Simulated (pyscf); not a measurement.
[HN–Ti(Cl)(Cl)–Cl]•, doublet

Gas-phase minimum from PySCF at ωB97X-D3(BJ)/def2-SVP, one conformer. Other isomers of [HN–Ti(Cl)(Cl)–Cl]• were not searched in full and may lie lower. 

SMILES: [NH][Ti]([Cl])([Cl])[Cl]
```xyz
6

N     -0.0595     0.9031    -0.2031
Ti    -1.3256    -0.3566     0.0073
Cl    -0.6728    -2.2051    -0.9371
Cl    -3.0544     0.4981    -0.9670
Cl    -1.6127    -0.6998     2.1339
H      0.6512     1.6250    -0.3364
```
Charge 0, spin multiplicity 2.

Bond lengths (Å): N1–Ti2 1.798, N1–H6 1.022, Ti2–Cl3 2.176, Ti2–Cl4 2.161, Ti2–Cl5 2.173. Angles (°): Ti2–N1–H6 179.0, N1–Ti2–Cl3 109.5, N1–Ti2–Cl4 103.5, N1–Ti2–Cl5 108.5, Cl3–Ti2–Cl4 112.4, Cl3–Ti2–Cl5 109.3, Cl4–Ti2–Cl5 113.5.

Properties at ωB97X-D3(BJ)/def2-SVP:

- Harmonic wavenumbers, unscaled: 65, 106, 115, 129, 157, 219, 413, 484, 491, 547, 820, 3625 cm⁻¹
- Zero-point energy: 10.2 kcal/mol
- Rotational symmetry number: 1
- Entropy of this conformer at 298 K and 1 atm, rigid rotor and harmonic oscillator, modes under 100 cm⁻¹ raised to 100: 386.3 J/(mol K)
- Dipole moment: 2.93 D
- Spin expectation value S2: 0.763

Single-point totals, which compare only within one level:

| level | total energy (hartree) |
|---|---|
| ωB97X-D3(BJ)/def2-TZVP | -2285.65115 |
| PBE/def2-TZVP | -2284.81898 |
| r²SCAN/def2-TZVP | -2285.51910 |
| B3LYP-D3(BJ)/def2-TZVP | -2285.72591 |
| PBE0-D3(BJ)/def2-TZVP | -2284.93378 |
| M06-2X/def2-TZVP | -2285.52227 |
| ωB97M-D3(BJ)/def2-TZVP | -2285.83051 |

Soft torsions are taken as harmonic, which can shift the entropy by several J/(mol K). Open-shell species with a d-block atom are single-reference here; other states, and whether the spin sits on metal or ligand, were not checked.
